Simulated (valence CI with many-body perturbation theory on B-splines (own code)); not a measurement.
The numbers below are computed, except where a source is named.
Ar¹³⁺: configurations and terms from energies and g

Level of theory: relativistic CI+MBPT: three valence electrons over a frozen Dirac-Fock core [He], a basis of 11 s, 11 p, 9 d, 7 f, 5 g, 2 h, 1 i functions for each j, with the one-electron correlation potential Σ1 (screened to all orders), the two-electron term Σ2, the three-electron term Σ3, Breit, model QED; selected single and double excitations, second order for the rest (own B-spline code, finite nucleus).

No measured spectrum was set against this ion. As an estimate, levels of excited configurations hold to 0.05 to 0.15 % of their energy, terms of the ground configuration to about 0.5 %.

| No. | J | Parity | E (eV) | g |
| --- | --- | --- | --- | --- |
| 1 | 1/2 | odd | 0.00 | 0.664 |
| 2 | 3/2 | odd | 2.81 | 1.332 |
| 3 | 1/2 | even | 28.43 | 2.665 |
| 4 | 3/2 | even | 29.49 | 1.733 |
| 5 | 5/2 | even | 30.91 | 1.598 |
| 6 | 3/2 | even | 50.86 | 0.801 |
| 7 | 5/2 | even | 50.98 | 1.201 |
| 8 | 1/2 | even | 63.80 | 1.737 |
| 9 | 1/2 | even | 67.62 | 0.932 |
| 10 | 3/2 | even | 68.80 | 1.330 |
| 11 | 3/2 | odd | 89.02 | 1.996 |
| 12 | 3/2 | odd | 100.55 | 0.813 |
| 13 | 5/2 | odd | 100.79 | 1.199 |
| 14 | 1/2 | odd | 112.68 | 0.664 |

Energies count from the lowest level. Strongly mixed levels and levels close to another of their J and parity are left out, so the numbers can have gaps.

Question: Give configuration and LS term of each level.

Answer: 1: 2s2.2p 2P°; 2: 2s2.2p 2P°; 3: 2s.2p2 4P; 4: 2s.2p2 4P; 5: 2s.2p2 4P; 6: 2s.2p2 2D; 7: 2s.2p2 2D; 8: 2s.2p2 2S; 9: 2s.2p2 2P; 10: 2s.2p2 2P; 11: 2p3 4S°; 12: 2p3 2D°; 13: 2p3 2D°; 14: 2p3 2P°.
